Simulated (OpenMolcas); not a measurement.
## Ru2+: effect of the active space

```yaml
Program: OpenMolcas 26.06
Method: SS-CASPT2 or its RAS form, IPEA 0.25 Eh, imaginary shift 0.1 Eh
Basis: ANO-RCC-VTZP
Scalar_Hamiltonian: DKH2, point nucleus
Spin-orbit_coupling: state interaction with AMFI integrals over the reference wave functions, term energies averaged over their components
```

A. 6 electrons in 5 orbitals (4d); 2S+1 = 5 even, 5 roots; 2S+1 = 3 even, 45 roots; 2S+1 = 1 even, 50 roots; closed shells correlated: 4s 4p; CASPT2 step roughly 18 core-seconds
B. 6 electrons in 6 orbitals (4d 5s); 2S+1 = 7 even, 1 root; 2S+1 = 5 even, 30 roots; 2S+1 = 3 even, 127 roots (107 in the spin-orbit step); 2S+1 = 1 even, 102 roots (62 in the spin-orbit step); closed shells correlated: 4s 4p; CASPT2 step of the order of 50 core-seconds
C. 12 electrons in 8 orbitals (RAS1 4p, at most 2 holes; RAS2 4d); 2S+1 = 5 even, 5 roots; 2S+1 = 3 even, 45 roots; 2S+1 = 1 even, 49 roots; closed shells correlated: 4s; CASPT2 step about 60 core-seconds
D. 6 electrons in 9 orbitals (RAS2 4d 5s; RAS3 5p, at most 2 electrons); 2S+1 = 5 even, 30 roots; 2S+1 = 7 even, 1 root kept (CI in the orbitals of an earlier block); 2S+1 = 3 even, 87 roots kept (CI in the orbitals of an earlier block); 2S+1 = 1 even, 85 roots kept (CI in the orbitals of an earlier block); 2S+1 = 5 odd, 54 roots (12 in the spin-orbit step); 2S+1 = 7 odd, 3 roots kept (CI in the orbitals of an earlier block); 2S+1 = 3 odd, 89 roots kept (CI in the orbitals of an earlier block, 0 in the spin-orbit step); 2S+1 = 1 odd, 31 roots kept (CI in the orbitals of an earlier block, 0 in the spin-orbit step); closed shells correlated: 4s 4p; CASPT2 step of the order of 2.5 core-minutes
E. 6 electrons in 10 orbitals (4d 5d); 2S+1 = 5 even, 5 roots; 2S+1 = 3 even, 45 roots; 2S+1 = 1 even, 49 roots; closed shells correlated: 4s 4p; CASPT2 step of the order of 22 core-minutes

Energies in cm⁻¹ above 4d⁶ ⁵D₄, the measured ground level; measured values from Moore, Atomic Energy Levels, vol. III, NSRDS-NBS 35 (1971 reprint of NBS Circular 467, 1958).

```
     Level      A      B      C      D      E  Measured
   4d⁶ ⁵D₄    0.0    0.0    0.0    0.0    0.0       0.0
   4d⁶ ⁵D₃   1156   1224   1169   1228   1112      1159
   4d⁶ ⁵D₂   1844   1938   1859   1941   1767      1826
   4d⁶ ⁵D₁   2290   2410   2310   2410   2190      2266
   4d⁶ ⁵D₀   2510   2630   2520   2640   2390      2476
4d⁶ ³P₂(1)  15740  15440  16190  15480  15940          
   4d⁶ ³H₆  16140  16090  15890  16200  16270          
   4d⁶ ³H₅  16390  16270  16180  16380  16490          
4d⁶ ³F₃(1)  17850  17500  17990  17560  17950          
4d⁶ ³F₂(1)  18380  18030  18630  18100  18470          
4d⁶ ³P₁(1)  19040  18870  19580  18970  19250          
   4d⁶ ³G₅  19720  19460  19680  19590  19830          
4d⁶ ³P₀(1)  19760  19520  20240  19590  19960          
   4d⁶ ³G₄  20720  20430  20740  20550  20800          
   4d⁶ ³G₃  20980  20680  21040  20800  21040          
   4d⁶ ³D₂  23540  22840  23830  22890  23560          
   4d⁶ ³D₁  23690  22990  23990  23040  23700          
   4d⁶ ³D₃  23880  23160  24200  23220  23930          
   4d⁶ ¹I₆  24800  24740  24400  24950  24990          
4d⁶ ¹G₄(1)  26060  25670  25980  25800  26300          
4d⁶ ¹D₂(1)  30020  29680  30400  29730  30320          
   4d⁶ ¹F₃  33020  32300  33240  32400  33160          
4d⁶ ³P₀(2)  37140  36630  37430  36580  37220          
4d⁶ ³P₁(2)  38050  37430  38280  37370  38040
```

Deviations, from unrounded energies. A percentage is the sum of absolute deviations over the sum of measured energies, with the sign that they share, or ± where signs differ.

```
                  Against measurement  Levels     A     B     C     D     E
       mean absolute deviation (cm-1)       4    19   120    32   120    66
fine structure of the ground term (%)       4  ±1.0  +6.2  +1.7  +6.3  -3.4
```

A lies closest to measurement on these levels and D furthest from it. The largest miss of A in the table is 4d⁶ ⁵D₀, by +31 cm-1. The ranking rests on the paired levels alone, and a cruder setting can come out closer through cancelling errors.

The spin-orbit steps hold different terms of 4d⁶ (B lacks a ¹S; C lacks a ¹S; D lacks a ¹S; E lacks a ¹S), which shifts levels as well.

The two smallest mean deviations differ by little beside CASPT2's spread within terms, so their order carries little weight.

Among A to E the level of the table that moves most is 4d⁶ ³D₃, by 1000 cm-1 (lowest in B, highest in C). Moves below CASPT2's spread within the term are not significant.

CASPT2 does not keep the components of a term degenerate, so their means are used; among the terms shown or strongly mixed into the levels shown the widest spread is 350 cm-1 (4d⁶ ¹G(1), C). The CASPT2 spread within a term exceeds the gap to the next term for 4d⁶ ³D and 4d⁶ ¹I, so the order of their levels is uncertain (figures for C; the like holds for D). Levels of configurations with an s electron are missing; early in the row they begin among the upper levels of the d shell and mix with terms of their name (holds for A). Some high roots are left out of the spin-orbit mixing, which shifts the levels that they would mix with (holds for B; D). Active for correlation alone: 4p; no level in the range computed is led by a configuration that opens it, so any true level of that kind is missing (holds for C). Terms from blocks run as CI alone lack orbitals of their own (holds for D). Active for correlation alone: 5d; no level in the range computed is led by a configuration that fills it, so any true level of that kind is missing (holds for E). Computed and measured levels are paired by configuration, term and J; levels that our copy of the source lacks, or whose pairing is in doubt (as where it misses far off the trend of its configuration), stay unpaired and out of the deviations. Levels of configurations outside the active space are missing. The table leaves out levels that lie high or whose names do not pair safely across all columns.

A number in round brackets counts repeated terms of one configuration in the order of the reference energies.
